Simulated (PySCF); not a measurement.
## Working out the ionisation energy of C(2+)

C(2+) [He] 2s2 (1S) → C(3+) [He] 2s1 (2S). Calculation: PySCF 2.14, in x2c-TZVPPall (5s3p2d1f, 31 functions); scalar relativity by spin-free X2C-1e. Frozen: nothing. Energies in hartree (1 hartree = 27.21139 eV):

| part | C(2+) (lower) | C(3+) (upper) |
| --- | --- | --- |
| UHF | -36.422566 | -34.739622 |
| MP2 opposite-spin | -0.057491 | -0.014568 |
| MP2 same-spin | -0.000315 | -0.000150 |

What does Hartree-Fock give?

(-34.739622) − (-36.422566) = 1.682944 hartree = 45.795 eV.

What do MP2 and SCS-MP2 (6/5 opposite-spin, 1/3 same-spin) give?

The opposite-spin parts differ by 1.168 eV and the same-spin parts by 0.004 eV. MP2: 45.795 + (1.168) + (0.004) = 46.967 eV. SCS-MP2: 45.795 + 1.2 × (1.168) + (0.004)/3 = 47.198 eV.

Measured between the centres of the two terms (NIST): 47.888 eV, so MP2 (valence and next inner shell) is off by -0.921 eV.

What remains against the reference includes basis incompleteness and correlation beyond second order.
